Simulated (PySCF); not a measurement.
## Energy of Rh⁻ (rhodium, charge -1) between two integer charges

The 5s beta orbital of [Kr] 4d8 5s2 is emptied in steps (occupation f), with all orbitals relaxed, ending at [Kr] 4d8 5s1. Calculation: PySCF 2.14, in aug-cc-pVTZ-PP with ECP28MDF (6s6p5d3f2g, 88 functions); scalar relativity through the core potential. The exact energy is a straight line in f; departures are measured from the line between the end points of the same method.

```json
{"f": "1", "BHandHLYP (eV)": "0.000", "BLYP (eV)": "0.000"}
{"f": "0.9", "BHandHLYP (eV)": "-0.088", "BLYP (eV)": "-0.208"}
{"f": "0.7", "BHandHLYP (eV)": "-0.213", "BLYP (eV)": "-0.500"}
{"f": "0.5", "BHandHLYP (eV)": "-0.263", "BLYP (eV)": "-0.612"}
{"f": "0.3", "BHandHLYP (eV)": "-0.228", "BLYP (eV)": "-0.526"}
{"f": "0.1", "BHandHLYP (eV)": "-0.101", "BLYP (eV)": "-0.230"}
{"f": "0", "BHandHLYP (eV)": "0.000", "BLYP (eV)": "0.000"}
```

```
   method  E(f=0) − E(f=1) (eV)  −ε at f=1 (eV)  −ε at f=0.5 (eV)
BHandHLYP                 0.846          -0.114             0.803
     BLYP                 1.216          -1.054             1.137
```

Orbital energy along the path (eV):

```csv
f,BHandHLYP,BLYP
1,0.114,1.054
0.9,-0.045,0.665
0.7,-0.402,-0.189
0.5,-0.803,-1.137
0.3,-1.244,-2.160
0.1,-1.726,-3.241
0,-1.979,-3.792
```

At f = 1 the orbital energy is positive for BHandHLYP, BLYP: only the finite basis holds the electron.

Reference removal energy between the ground levels: 1.143 eV (measured; photodetachment measurements, as compiled on the Wikipedia data page of electron affinities). The calculation has no spin-orbit coupling.
